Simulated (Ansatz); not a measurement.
## A correction line for r2SCAN-D4/def2-TZVPP: vertical ionisation energy

The vertical ionisation energy (cation less neutral) in eV of 6 molecular compounds of Ti: x at r2SCAN-D4/def2-TZVPP, y at CCSD(T)/def2-TZVPP. Shapes, held fixed at every level: PBE0-D4/def2-TZVP. Flexible molecules stand in one conformer, not always the lowest. Programs: Ansatz 0.2.0.

| molecule | x (eV) | y (eV) |
| --- | --- | --- |
| C3H10O3STi (SMILES C[O][Ti]([OH])([O]C)[S]C) | 8.21 | 8.35 |
| C2H8ClNO2Ti (SMILES C[NH][Ti]([OH])([Cl])[O]C) | 8.49 | 8.84 |
| CH4Cl2OSTi (SMILES C[S][Ti]([OH])([Cl])[Cl]) | 9.16 | 9.28 |
| C3H10O4Ti (SMILES CC(C)[O][Ti]([OH])([OH])[OH]) | 9.52 | 10.19 |
| C2H5F3OTi (SMILES CC[O][Ti]([F])([F])[F]) | 11.04 | ? |
| C2H2F6OTi (SMILES FC(F)(F)C[O][Ti]([F])([F])[F]) | 11.65 | 12.30 |

Question: Fit y = c + s·x to the known rows and predict y for C2H5F3OTi.

Answer: 
1. Means of the 5 rows: x = 9.4060, y = 9.792.
2. Σ(Δx)² = 7.3785, Σ(Δx·Δy) = 8.3959, so the slope is 8.3959/7.3785 = 1.1379.
3. Intercept: 9.792 − (1.1379) × 9.4060 = -0.911. The largest residual of the fit is 0.27.
4. C2H5F3OTi: -0.911 + 1.1379 × 11.04 = 11.65 eV.

CCSD(T)/def2-TZVPP gives 11.65 eV, so the prediction is off by 0.00 eV: they agree to the digits shown. Uncorrected, r2SCAN-D4/def2-TZVPP misses C2H5F3OTi by -0.61 eV, and the other rows by 0.39 on average. The line removes about 100 % of this miss, partly by chance. C2H2F6OTi lies far out in x and weighs most in the slope. Left out in turn, the other rows are missed by 0.26 eV on average. Cations run unrestricted. Outer-core shells of Ti are correlated, in sets that cover them unevenly.
